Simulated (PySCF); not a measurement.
C5H9F, SMILES C[C@H](F)C1CC1.

The structure is a stationary point at B3LYP-D3(BJ)/def2-SVP. The structure was generated by enumeration; whether it is a known compound was not checked. One conformer was computed; it need not be the lowest.

Method: TDDFT-LC-ωPBE/def2-SVPD in PySCF.

Vertical excitations. Isolated molecule, no solvent.

Task: List the lowest excited states. (Estimate from the structure and the level; the computed values follow.)

Result: 
| state | energy (eV) | λ (nm) | f | main pairs |
|---|---|---|---|---|
| S1 | 9.07 | 137 | 0.002 | HOMO→LUMO 39 %, HOMO→LUMO+2 37 %, HOMO→LUMO+1 7 % |
| S2 | 9.15 | 136 | 0.004 | HOMO−1→LUMO 50 %, HOMO−1→LUMO+2 24 % |
| S3 | 9.30 | 133 | 0.009 | HOMO→LUMO+2 34 %, HOMO→LUMO 20 %, HOMO→LUMO+1 20 % |
| S4 | 9.42 | 132 | 0.002 | HOMO−1→LUMO+2 43 %, HOMO−1→LUMO 14 %, HOMO−1→LUMO+1 13 %, HOMO−1→LUMO+3 12 % |
| S5 | 9.66 | 128 | 0.048 | HOMO→LUMO+1 45 %, HOMO→LUMO+3 27 %, HOMO→LUMO 16 % |
| S6 | 9.72 | 128 | 0.020 | HOMO−2→LUMO 20 %, HOMO−2→LUMO+2 15 %, HOMO→LUMO+3 13 %, HOMO−1→LUMO+3 9 % |
| S7 | 9.81 | 126 | 0.057 | HOMO−1→LUMO+3 30 %, HOMO−1→LUMO+1 21 %, HOMO→LUMO+3 13 % |
| S8 | 9.86 | 126 | 0.012 | HOMO−1→LUMO+1 36 %, HOMO−2→LUMO 8 %, HOMO→LUMO+3 8 %, HOMO−1→LUMO 8 % |
| S9 | 10.09 | 123 | 0.037 | HOMO−1→LUMO+3 18 %, HOMO−2→LUMO 12 %, HOMO→LUMO+3 9 %, HOMO−1→LUMO+4 6 % |
| S10 | 10.31 | 120 | 0.041 | HOMO−2→LUMO 27 %, HOMO−2→LUMO+2 14 %, HOMO−2→LUMO+1 13 %, HOMO−2→LUMO+5 10 % |
| T1 | 8.82 | 141 | 0 | HOMO→LUMO+2 38 %, HOMO→LUMO 30 %, HOMO→LUMO+1 7 % |
| T2 | 8.87 | 140 | 0 | HOMO−1→LUMO 36 %, HOMO−1→LUMO+2 26 %, HOMO→LUMO+2 7 % |
| T3 | 9.03 | 137 | 0 | HOMO→LUMO+2 18 %, HOMO→LUMO+1 12 %, HOMO−1→LUMO 12 %, HOMO→LUMO 9 % |
| T4 | 9.08 | 137 | 0 | HOMO−1→LUMO+10 17 %, HOMO−1→LUMO+2 11 %, HOMO→LUMO 10 %, HOMO−1→LUMO+5 9 % |
Triplets are in the Tamm–Dancoff approximation, which puts them higher than full response would, so one can lie above its singlet here.
